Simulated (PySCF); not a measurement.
## Ce⁵⁷⁺ (cerium, charge +57) across methods

1s1, 2S determinant. All numbers are calculated (PySCF 2.14, the spin-free X2C one-electron Hamiltonian (Gaussian nucleus), in an uncontracted even-tempered set (17 s from 130 bohr⁻², ratio 2.2; 7 p from 200 bohr⁻², ratio 2.4; 4 d from 600 bohr⁻², ratio 2.4; 3 f from 900 bohr⁻², ratio 2.4; 3 g from 1300 bohr⁻², ratio 2.4)).

```tsv
method	E (hartree)	mean ε 1s α (eV)	Σ⟨r²⟩ (bohr²)	⟨S²⟩
M06-L	-1765.08	-47666.8	0.0007616	0.750
PBE0	-1764.67	-47718.3	0.0007627	0.750
r2SCAN	-1764.89	-47663.7	0.0007623	0.750
BHandHLYP	-1764.81	-47821.6	0.0007623	0.750
PBE	-1764.64	-47617.2	0.0007630	0.750
UHF	-1764.75291	-48021.4	0.0007618	0.750
```

(1) Estimate the same row for LDA.

For one electron the Hartree and exchange-correlation energies should cancel; what remains is the self-interaction error.

Results:

(1) E (hartree) = -1762.09; mean ε 1s α (eV) = -47558.9; Σ⟨r²⟩ (bohr²) = 0.0007641; ⟨S²⟩ = 0.750.
